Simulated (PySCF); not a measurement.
C3H8ClOSi: g tensor and hyperfine couplings

Species: C3H8ClOSi (doublet state).
SMILES with atom numbers: `[CH3:1][CH:2][O:3][SiH2:4][CH2:5][Cl:6]` (hydrogens: H7, H8, H9 on C1; H10 on C2; H11, H12 on Si4; H13, H14 on C5)

Structure used (GFN2-xTB), in Å, numbered top down from 1:
```
atom  x, y, z in Å
C1    -2.4042    0.2621   -0.2311
C2    -1.5166   -0.9088   -0.0927
O3    -0.1883   -0.7769    0.0404
Si4    0.8443    0.4695   -0.0753
C5     2.5027   -0.3696    0.3266
Cl6    3.7800    0.8648    0.2223
H7    -2.5168    0.8025    0.7174
H8    -3.3908   -0.0514   -0.5610
H9    -1.9854    0.9670   -0.9498
H10   -1.8913   -1.8873    0.1516
H11    0.5562    1.5244    0.8987
H12    0.8891    1.0360   -1.4262
H13    2.5483   -0.7785    1.3332
H14    2.7722   -1.1543   -0.3762
```

The hyperfine couplings belong to this conformer and change with its torsions.

Computed, not measured: PySCF, UKS B3LYP, pcH-1 on C Cl H O Si, non-relativistic, mean-field spin-orbit, GIAO. The structure is a single GFN2-xTB conformer in the gas phase; no vibrational or solvent corrections. Couplings are sensitive to structure, and on GFN2-xTB geometries they can be far from those on DFT ones. No stability test was run, so a lower SCF solution isn't excluded.

- g1, g2, g3: 2.00212, 2.00332, 2.00381
- g_iso: 2.00309
- Form of g: rhombic: the two nearest values differ by 29 % of g3 − g1
- ⟨S²⟩: 0.7535 (exact 0.7500)
- α and β electrons: 33, 32

Hyperfine couplings atom by atom, in MHz; T1 to T3 are the principal values of the dipolar part; ρ(0) is the spin density at the nucleus:

| atom | isotope | a_iso | of which spin–orbit | T1 | T2 | T3 | Mulliken spin population | ρ(0) (bohr⁻³) |
| --- | --- | --- | --- | --- | --- | --- | --- | --- |
| C1 | 13C | -30.5 | 0.0 | -1.7 | -1.0 | 2.7 | -0.08 | -0.0271 |
| C2 | 13C | 111.6 | -0.1 | -81.7 | -79.6 | 161.3 | 0.93 | 0.0993 |
| O3 | 17O | -11.4 | 0.0 | -46.4 | 22.6 | 23.8 | 0.08 | 0.0189 |
| Si4 | 29Si | 3.5 | 0.0 | -1.2 | 0.0 | 1.2 | 0.01 | -0.0040 |
| C5 | 13C | -1.4 | 0.0 | -0.5 | -0.2 | 0.6 | 0.00 | -0.0013 |
| Cl6 | 35Cl | 0.0 | 0.0 | -0.2 | 0.1 | 0.1 | 0.00 | -0.0001 |
| H7 | 1H | 143.5 | 0.0 | -4.8 | -3.3 | 8.1 | 0.07 | 0.0321 |
| H8 | 1H | 15.8 | 0.0 | -5.5 | -4.2 | 9.6 | 0.01 | 0.0035 |
| H9 | 1H | 59.0 | 0.0 | -4.9 | -4.5 | 9.4 | 0.02 | 0.0132 |
| H10 | 1H | -60.4 | 0.0 | -37.7 | -0.6 | 38.3 | -0.04 | -0.0135 |
| H11 | 1H | 9.9 | 0.0 | -2.1 | -1.8 | 3.8 | 0.01 | 0.0022 |
| H12 | 1H | 14.2 | 0.0 | -2.2 | -1.8 | 3.9 | 0.01 | 0.0032 |
| H13 | 1H | 0.9 | 0.0 | -1.2 | -1.1 | 2.3 | 0.00 | 0.0002 |
| H14 | 1H | 0.9 | 0.0 | -1.2 | -1.1 | 2.3 | 0.00 | 0.0002 |

Largest spin populations (Mulliken): C2 (+0.93), C1 (-0.08), O3 (+0.08) and H7 (+0.07). C2 is the only atom above +0.15. The positive populations add up to 1.13 and the negative ones to -0.13, together 2S = 1. The angles at C2 add up to 358.3°, so it is nearly planar; its axial dipolar tensor and the negative coupling of its proton fit spin in a p orbital normal to that plane.

Axes: g3 points within 15° of the C2–H10 bond.

Under fast tumbling the dipolar parts average out, and these isotropic splittings remain: 3 × 1H (H7/H8/H9, I = 1/2, 4 lines) with 2.60 mT, 1 × 1H (H10, I = 1/2, 2 lines) with 2.15 mT, 2 × 1H (H11/H12, I = 1/2, 3 lines) with 0.43 mT and 2 × 1H (H13/H14, I = 1/2, 3 lines) with 0.03 mT.

Means are taken over nuclei equivalent by connectivity, which assumes that they swap fast. The three 1H nuclei of mean +72.8 MHz run from 15.8 to 143.5 MHz in the frozen geometry.

The 17O coupling of O3 (-11.4 MHz) shows only in satellite lines or after enrichment, since that isotope makes up about 0.038 % of natural oxygen.

The 13C coupling of C2 (111.6 MHz) shows only in satellite lines or after enrichment, since that isotope makes up about 1.07 % of natural carbon.
